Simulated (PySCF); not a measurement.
PySCF job for Te(I)(OMe) (CH3IOTe), SMILES CO[Te]I, IEF-PCM-B3LYP/def2-SVP. Coordinates come from a B3LYP-D3(BJ)/def2-SVP optimisation. This is a generated structure with no PubChem entry under its InChIKey; it may be hypothetical. The def2 effective core potentials stand for the cores of I, Te; spin–orbit coupling is left out. Other conformers were not sampled.

```python
import numpy as np
from pyscf import gto, scf, dft
from pyscf.solvent import pcm

mol = gto.M(
    atom='''
    Te    0.51670316   -0.68820136    0.86409004
    I    -1.10794675    1.08284485   -0.48081371
    O     2.00851519   -0.85352423   -0.45434104
    C     1.76829158   -1.57878870   -1.64681154
    H     1.04508465   -1.05924752   -2.30182673
    H     2.73327629   -1.64221299   -2.17557350
    H     1.39638207   -2.60191952   -1.45655716
    ''',
    basis='def2-SVP',
    ecp={'I': 'def2-svp', 'Te': 'def2-svp'},
    charge=0,
    spin=0,
    max_memory=1600,
    verbose=3,
)
mf = dft.RKS(mol, xc='b3lyp').density_fit(auxbasis='def2-universal-jkfit')
mf.grids.level = 3
mf.conv_tol = 1e-9
mf.max_cycle = 100
mf.kernel()
res = {}
for name, eps in {'water': 78.355, 'dichloromethane': 8.93, 'diethylether': 4.24}.items():
    s = mf.PCM()
    s.with_solvent.method, s.with_solvent.eps, s.with_solvent.lebedev_order = 'IEF-PCM', eps, 29
    s.kernel(mf.make_rdm1())
    res[name] = (s.e_tot, eps, s.dip_moment(), s.mo_energy, s.converged)
    print(f'{name}: electrostatic solvation free energy {(s.e_tot - mf.e_tot) * 627.509474:.3f} kcal/mol')
```

Output:

```
converged SCF energy = -680.945498623638

WARN: PCM is an experimental feature. It is still in testing.
Features and APIs may be changed in the future.

converged SCF energy = -680.951331961793
Dipole moment(X, Y, Z, Debye): -0.18595, -2.13647,  0.32900
water: electrostatic solvation free energy -3.660 kcal/mol

WARN: PCM is an experimental feature. It is still in testing.
Features and APIs may be changed in the future.

converged SCF energy = -680.950382920912
Dipole moment(X, Y, Z, Debye): -0.16606, -2.04087,  0.28728
dichloromethane: electrostatic solvation free energy -3.065 kcal/mol

WARN: PCM is an experimental feature. It is still in testing.
Features and APIs may be changed in the future.

converged SCF energy = -680.949373961242
Dipole moment(X, Y, Z, Debye): -0.15138, -1.94361,  0.24674
diethylether: electrostatic solvation free energy -2.432 kcal/mol
```

Self-consistency was reached.

Cost: very roughly 50 core-seconds.
